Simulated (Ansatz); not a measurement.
`[BH2][AlH2]` + `[OH][GeH3]` → `B[O][GeH3]` + `[AlH3]` at 298.15 K and 1 bar (cleavage of the B–Al bond).

Gas-phase electronic energies from Ansatz, PBE0-D4/def2-TZVP geometries. CCSD(T)/CBS adds triple-zeta CCSD(T) − MP2 to the extrapolated MP2 energy (def2 sets, frozen cores). This one scheme is used for every species. For Ge outer-core shells are correlated without core-valence functions, which leaves a few kJ/mol of doubt a bond. Scalar relativity is left out up to krypton.

```csv
species,CCSD(T)/CBS energy (Eh),H − E (kJ/mol),S (J/(mol·K))
`[BH2][AlH2]`,-269.14094,97.6,260.4
`[OH][GeH3]`,-2153.69723,109.3,272.0
`B[O][GeH3]`,-2179.12438,144.5,304.9
`[AlH3]`,-243.78045,58.9,207.5
```

H − E and S are ideal-gas, rigid-rotor, harmonic terms from PBE0-D4/def2-TZVP. 1 Eh = 2625.50 kJ/mol, R = 8.31446 J/(mol·K).

Q: By hand: ΔE, ΔH, ΔS and ΔG.

A: ΔE = (-2179.12438) + (-243.78045) − (-269.14094) − (-2153.69723) = -0.06666 Eh = -175.0 kJ/mol. Δ(H − E) = 144.5 + 58.9 − 97.6 − 109.3 = -3.5, so ΔH = -178.5 kJ/mol. ΔS = 304.9 + 207.5 − 260.4 − 272.0 = -20.0 J/(mol·K). ΔG = -178.5 − 298.15 × (-20.0)/1000 = -172.5 kJ/mol.

Q: By hand: the equilibrium constant, and the temperature at which ΔG would vanish if ΔH and ΔS stayed fixed.

A: log₁₀ K = −ΔG/(RT ln 10) = 30.2. ΔG = 0 at ΔH/ΔS = 8925 K, far beyond where these terms or the molecules hold.

ΔH outweighs TΔS. A doubt of 5 kJ/mol in ΔE shifts log₁₀ K by 0.9 here. These are equilibria of isolated gas molecules and say nothing of rates. Largest T1 diagnostic: 0.013 (customary marks: 0.02 for closed shells, 0.045 for open ones).
